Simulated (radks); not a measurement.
Question: Successive ionisation energies (eV) of one element, from differences of total energies of ions in their ground configurations, starting at charge 0: 8.763, 19.471, 31.900, 45.520, 60.140, 75.627, 91.885, 111.43, 129.35, 147.86, 166.93, 245.67, 268.10, 290.91, 314.06, 360.85, 386.15, 458.64, 501.30, 517.30, 545.23, 611.27. All-electron calculation, Dirac Kohn-Sham, exchange-only PBE, spin-unpolarised, spherical densities, finite nucleus; open shells fill j = l - 1/2 first; Fermi nuclear charge, rms radius 5.4371 fm. Program: a radial shooting solver on a logarithmic mesh with Libxc functionals. Which element is it?

Answer: Gold (Z = 79). The first species listed is Au in [Xe] 4f14 5d10 6s1, the last Au21+ in [Kr] 4d10 4f12.
